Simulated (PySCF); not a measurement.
C2H6BClS2. Atoms are numbered in the order given.

```xyz
12

B      0.3304    -0.0111     0.0000
Cl     1.7682     1.0320     0.0000
S     -1.3409     0.6638     0.0000
C     -1.0881     2.4760     0.0000
H     -0.5381     2.7899    -0.8964
H     -2.0880     2.9293     0.0000
H     -0.5381     2.7899     0.8964
S      0.6250    -1.7852     0.0000
C     -1.0639    -2.4932     0.0000
H     -1.6166    -2.1835    -0.8976
H     -0.9484    -3.5849     0.0000
H     -1.6166    -2.1835     0.8976
```

Coordinates come from a B3LYP-D3(BJ)/def2-SVP optimisation. One conformer was computed; it need not be the lowest.

These are PySCF with PBE/pcSseg-1 values and carry that method's errors.

GIAO shieldings, no solvent; atoms listed in one row are averaged. δ = σ(ref) − σ: ¹¹B against BF3 (σ = 83.9 ppm); ³⁵Cl against HCl (σ = 936.5 ppm); ³³S against H2S (σ = 706.5 ppm); ¹³C against TMS (σ = 182.0 ppm); ¹H against TMS (σ = 31.49 ppm), references at their B3LYP-D3(BJ)/def2-TZVP geometries, non-relativistic (without spin–orbit terms, shifts of atoms bonded to Cl or Br come out too high).

Computed chemical shifts:
```csv
nucleus,atoms,count,δ (ppm)
¹¹B,B1,1,46.0
³⁵Cl,Cl2,1,202.5
³³S,S8,1,261.3
³³S,S3,1,244.4
¹³C,C4,1,21.6
¹³C,C9,1,20.3
¹H,"H5, H6, H7",3,2.54
¹H,"H10, H11, H12",3,2.44
```
